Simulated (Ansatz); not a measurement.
`C=CC(C)=[Se]`. Charge 0, multiplicity 1. Geometry: relaxed with PBE0-D4/def2-TZVP. It is one conformer, not always the lowest.

```xyz
11

C    -0.697   -1.043   -1.105
C    -0.590    0.277   -0.926
C     0.108    0.901    0.179
C     0.764    0.035    1.202
Se    0.166    2.673    0.287
H    -0.257   -1.758   -0.419
H    -1.234   -1.447   -1.955
H    -1.045    0.959   -1.637
H     1.512   -0.612    0.732
H     1.246    0.635    1.969
H     0.026   -0.622    1.674
```

(1) What is the dipole moment at ωB97M-V/def2-TZVPP? (Best estimate.)

(2) And with PBE, r2SCAN, B3LYP? (An estimate is asked.)

(3) Give the Mulliken charges with ωB97M-V, PBE, B3LYP in def2-TZVPP. (Best estimate.)

Answers

(1) The calculation gave: 2.97 D, with components (-0.13, -2.96, -0.23) D in this frame, pointing from negative to positive charge.

(2) The calculation gave: PBE 2.86 D, r2SCAN 3.13 D, B3LYP 2.97 D.

(3) The calculation gave: 
```tsv
atom	ωB97M-V	PBE	B3LYP
C1	-0.19	-0.16	-0.19
C2	-0.08	-0.09	-0.10
C3	-0.04	0.02	-0.01
C4	-0.30	-0.20	-0.22
Se5	-0.09	-0.15	-0.13
H6	0.10	0.09	0.10
H7	0.12	0.11	0.12
H8	0.12	0.10	0.12
H9	0.12	0.10	0.10
H10	0.11	0.09	0.10
H11	0.12	0.10	0.10
```

B3LYP here is the variant with VWN-RPA as its local correlation; programs differ in this.

Results of the Gaussian-basis code of Ansatz.
